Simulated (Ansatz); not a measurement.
`[NH2][Cd][OH]` + `C[S][Ge][OH]` → `C[S][Cd][OH]` + `[NH2][Ge][OH]`  (redistribution)

Computed with Ansatz on PBE0-D4/def2-TZVP structures; ΔE is electronic, products minus reactants. CCSD(T)/CBS adds triple-zeta CCSD(T) − MP2 to the extrapolated MP2 energy (def2 sets, frozen cores). Functionals use def2-TZVPP. B3LYP here is the variant with VWN-RPA as its local correlation; programs differ in this. def2 core potentials past Kr. For Cd, Ge outer-core shells are correlated without core-valence functions, which leaves a few kJ/mol of doubt a bond. Scalar relativity is left out up to krypton. One conformer a species, not always the lowest.

```
             level  ΔE (eV)
            PBE-D4    -0.42
           ωB97X-V    -0.58
             B3LYP    -0.52
SCS-MP2/def2-QZVPP    -0.55
```

Question: What does CCSD(T)/CBS give? (Estimate.)

Answer: Ansatz gave: -0.54 eV. The listed levels differ from it by 0.12, -0.04, 0.02, -0.01 eV.

Largest T1 diagnostic among the species: 0.016.

In def2-TZVPP, CCSD(T) changes the Hartree–Fock value by +0.26 eV (the triples alone add +0.05 eV) and MP2 by +0.28 eV. From PBE to PBE0 (25 % exact exchange), in def2-TZVPP and without D4, ΔE moves by −0.09 eV.
